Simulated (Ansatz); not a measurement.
A structure relaxed at PBE-D4/def2-SVP in Ansatz, charge 0, singlet:

```xyz
24

S    -3.312   -0.413   -1.874
S    -2.623   -2.679    0.769
S    -0.129   -1.065    3.674
S    -3.056    1.294    1.906
S     0.048    2.912    2.484
S    -1.445    3.265   -1.378
S     0.129    1.065   -3.674
S    -0.048   -2.912   -2.484
S     1.445   -3.265    1.377
S     3.057   -1.294   -1.906
S     2.623    2.679   -0.769
S     3.312    0.413    1.874
Zn   -3.125   -0.423    0.452
Zn   -1.868   -2.179   -1.381
Zn   -0.685   -2.467    1.895
Zn   -0.991    0.865    2.901
Zn   -1.540    2.673    0.792
Zn   -1.793    1.176   -2.356
Zn    0.685    2.467   -1.894
Zn    0.991   -0.865   -2.901
Zn    1.540   -2.673   -0.792
Zn    1.793   -1.176    2.355
Zn    1.869    2.179    1.381
Zn    3.124    0.423   -0.452
```

(1) Give its formula and point group.

(2) Summarise the bond lengths by kind (pairs closer than 1.2 times the sum of covalent radii, bridged metal pairs left out).

Results:

(1) Zn12S12 (started as a model of: (ZnS)12 cage of four- and six-membered rings). Point group Th (tolerance 0.1 Å).

(2) 36 × S–Zn 2.25 to 2.33 Å.

Single mean-field runs in def2-SVP are fitted with def2-universal-jkfit.
